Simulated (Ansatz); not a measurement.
H3S (SMILES [SH3+]), charge +1, singlet, geometry from GFN2-xTB; Ansatz (an electronic-structure program) with CCSD(T)/STO-3G.

Input for Ansatz:
Ansatz 0.2 input:
```yaml
crystal:
  periodic: [false, false, false]
  atoms:
    - {symbol: S, position_ang: [0.10558214, -0.00190789, 0.04613646]}
    - {symbol: H, position_ang: [-0.31822157, 0.99705449, -0.76565970]}
    - {symbol: H, position_ang: [-0.35082551, -0.98045104, -0.77282250]}
    - {symbol: H, position_ang: [-1.02026722, 0.01392277, 0.80029891]}
basis:
  gaussian:
    orbitals: STO-3G
total_charge: 1
magnetization: {spin_polarized: false}
correlation: {method: ccsd_t, diis_vectors: 2}
```

Output, abridged:

```
Functional definition: HF
131 factors; integrals over basis functions are off by at most 1.6e-5 eV
mean field evaluation 1: about -10739.0770 eV, gradient 8.5e0 eV
mean field evaluation 2: about -10739.0903 eV, gradient 8.5e0 eV
mean field evaluation 4: about -10739.4067 eV, gradient 2.2e-1 eV
mean field evaluation 8: about -10739.4069 eV, gradient 3.5e-6 eV
mean field -10739.40685144 eV, -394.6659223591 hartree, gradient 3.5e-6 eV, S^2 0.000000; 0 other end points of the search recorded, 0 dependent functions left out
5 core orbitals not correlated
reference -10739.40685144 eV, -394.6659223591 hartree; 4, 4 occupied and 3, 3 virtual orbitals, 131 factors
second order -1.15294088 eV of doubles, -0.00000000 eV of singles
cycle   1  -1.50343859 eV  change   -3.5e-1 eV  update   4.9e-2
cycle   2  -1.70078145 eV  change   -2.0e-1 eV  update   1.9e-2
cycle   3  -1.70432035 eV  change   -3.5e-3 eV  update   2.6e-3
cycle   4  -1.70511891 eV  change   -8.0e-4 eV  update   5.6e-4
cycle   5  -1.70506164 eV  change    5.7e-5 eV  update   9.8e-5
cycle   6  -1.70502701 eV  change    3.5e-5 eV  update   8.3e-6
cycle   7  -1.70501792 eV  change    9.1e-6 eV  update   2.4e-6
perturbative correction -0.00203260 eV, -0.0000746965 hartree
Total energy: -10741.11390196 eV, -394.7286553085 hartree
```
